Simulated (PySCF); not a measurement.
## Radial density of Al⁺ (aluminium, charge +1)

PW91, [Ne] 3s1 4s1, high-spin 3S determinant (an excited configuration). Computed with PySCF 2.14 in aug-cc-pCVTZ-DK with one added diffuse shell each of s, p, d, f type (9s8p6d4f, 91 functions), with the spin-free X2C one-electron Hamiltonian (Gaussian nucleus).

| r (bohr) | 4πr²ρ (e/bohr) | 4πr²(ρα − ρβ) |
| --- | --- | --- |
| 0.00168 | 0.05561 | 0.0002 |
| 0.00283 | 0.1465 | 0.0005 |
| 0.00475 | 0.3818 | 0.0013 |
| 0.00800 | 0.9679 | 0.0034 |
| 0.0135 | 2.331 | 0.0081 |
| 0.0226 | 5.123 | 0.0176 |
| 0.0381 | 9.639 | 0.0316 |
| 0.0640 | 13.97 | 0.0388 |
| 0.108 | 13.51 | 0.0173 |
| 0.181 | 9.026 | -0.0029 |
| 0.305 | 10.36 | 0.0857 |
| 0.512 | 12.25 | 0.1035 |
| 0.862 | 5.310 | 0.0127 |
| 1.45 | 1.022 | 0.4816 |
| 2.44 | 0.4438 | 0.4372 |
| 4.10 | 0.2302 | 0.2302 |
| 6.90 | 0.1426 | 0.1426 |
| 11.6 | 0.003633 | 0.0036 |
| 19.5 | 1.173e-05 | 0.0000 |

Densities and radii are taken from the X2C orbitals without a picture-change correction, which distorts them close to the nucleus.

The outer electron is Rydberg-like, and this basis confines it to a smaller radius and binds it less than a complete one would.

Question: Where is the radial spin density 4πr²(ρα − ρβ) most negative, and why is it negative at all?

Answer: Around r = 0.181 bohr, down to -0.0029 e/bohr: exchange with the open shell polarises the paired shells in an unrestricted calculation.
